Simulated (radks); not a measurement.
The mean radii <r> (bohr) of the occupied orbitals of an atom or ion are listed with their occupations. Method: scalar-relativistic Kohn-Sham, exchange-only PBE, spin-unpolarised, spherical densities, finite nucleus; Fermi nuclear charge, rms radius of each element as measured or else 0.836 A^(1/3) + 0.57 fm; computed with a radial shooting solver on a logarithmic mesh with Libxc functionals.

| orbital | occ. | <r> |
|---|---|---|
| 1s | 2 | 0.02507 |
| 2s | 2 | 0.1075 |
| 2p | 6 | 0.09424 |
| 3s | 2 | 0.2852 |
| 3p | 6 | 0.2832 |
| 3d | 10 | 0.2600 |
| 4s | 2 | 0.6543 |
| 4p | 6 | 0.6932 |
| 4d | 10 | 0.7678 |
| 5s | 2 | 1.563 |
| 5p | 6 | 1.819 |
| 5d | 2 | 3.015 |

Name the element and its charge.

Answer. Z = 57, lanthanum, charge +1: La+ in [Xe] 5d2. The 1s radius gives Z: for a bare nucleus <r> = (2 gamma + 1)/(2Z) with gamma = sqrt(1 - (Z/c)^2), 0.02473 bohr for Z = 57, and screening makes it slightly larger (0.02507 here). The occupations add up to 56, and the charge is Z minus that.
